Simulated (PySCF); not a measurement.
# Calculated NMR parameters of 1,2,3,4-tetrahydro-2-naphthol

| Quantity | Value |
| --- | --- |
| Formula | C10H12O |
| SMILES | O[C@@H]1CCc2ccccc2C1 |
| Point group of the computed structure | C1 |
| Degrees of unsaturation | 5 |
| Carbon signals | 10 |
| Proton signals | 12 |

Numbering as in the mapped SMILES `[OH:1][C@@H:2]1[CH2:3][CH2:4][c:5]2[cH:6][cH:7][cH:8][cH:9][c:10]2[CH2:11]1`; H(Xn) means a hydrogen on atom n. Ha(C3), Ha(C4), Ha(C11) are cis to O1 on the ring; Hb(C3), Hb(C4), Hb(C11) are trans to O1 on the ring.

Non-relativistic Hamiltonian, isolated molecule, single conformer. Geometry from GFN2-xTB; PBE0/pcSseg-1 with gauge-including orbitals; PySCF 2.14.

References, each an isolated molecule treated in the same way: TMS for 1H, 13C; H2O for 17O.

| carbon | δC, type | δH (multiplicity) | HMBC from (2–3 bonds) | span of the C tensor (ppm) |
| --- | --- | --- | --- | --- |
| C2 | 68.3, CH | 4.28 (m) | Hb(C11), Ha(C4), Ha(C11), Hb(C4), Ha(C3), Hb(C3) | 63 |
| C3 | 32.3, CH2 | Hb(C3) 1.68 (m); Ha(C3) 2.11 (m) | H(C2), Hb(C11), Ha(C4), Ha(C11), Hb(C4) | 20 |
| C4 | 26.1, CH2 | Hb(C4) 2.87 (m); Ha(C4) 3.07 (m) | H(C6), H(C2), Ha(C3), Hb(C3) | 33 |
| C5 | 139.3, C | – | H(C7), H(C6), H(C9), Hb(C11), Ha(C4), Ha(C11), Hb(C4), Ha(C3), Hb(C3) | 228 |
| C6 | 135.2, CH | 7.44 (m) | H(C8), H(C7), Ha(C4), Hb(C4) | 216 |
| C7 | 131.9, CH | 7.46 (m) | H(C8), H(C6), H(C9) | 230 |
| C8 | 132.4, CH | 7.48 (m) | H(C7), H(C6), H(C9) | 231 |
| C9 | 137.0, CH | 7.43 (m) | H(C8), H(C7), Hb(C11), Ha(C11) | 220 |
| C10 | 138.0, C | – | H(C8), H(C6), H(C9), H(C2), Hb(C11), Ha(C4), Ha(C11), Hb(C4) | 231 |
| C11 | 41.3, CH2 | Ha(C11) 2.98 (m); Hb(C11) 3.11 (m) | H(C9), H(C2), Ha(C3), Hb(C3) | 29 |

Other nuclei:
```csv
atoms,nucleus,environment,δ (ppm),σ (ppm)
H(O1),1H,hydrogen on an alcohol oxygen,1.14,30.57
O1,17O,alcohol oxygen,50.7,285.4
```

- Carbon types of the structure: 2 × C, 5 × CH, 3 × CH2, leaving 1 H on heteroatoms.
- δC 139.3, 138.0: substituted aromatic carbon.
- δC 137.0, 135.2, 132.4, 131.9: aromatic CH; the aromatic region.
- δC 68.3: sp3 CH bonded to O; pulled downfield by the heteroatom.
- δH 7.48, 7.46, 7.44, 7.43: hydrogen on an aromatic CH; aromatic region.
- δH 4.28: hydrogen on an sp3 CH bonded to O; its carbon carries O, an electronegative neighbour.

OH and NH positions are those of a molecule without intermolecular hydrogen bonds; in solution they move with solvent, concentration and temperature, and exchange usually removes their couplings. Shifts are as computed. Against solution values, carbons near 30 ppm lie about +3 ppm off and those near 130 ppm about +5 ppm. Of 1211 compounds with measured shifts, 218 miss one by over three times the rms of a fit or turn the order of signals round; such compounds aren't used in these exercises. Experimental scales use liquid or dissolved standards, which lie at an offset from isolated H2O (liquid H2O: subtract about 36 ppm). No couplings were computed; multiplicities are counted from neighbouring protons, with m where these are inequivalent, close in shift, in a saturated or five-membered ring or joined by F or P, and br s for small geminal =CH2 splittings.
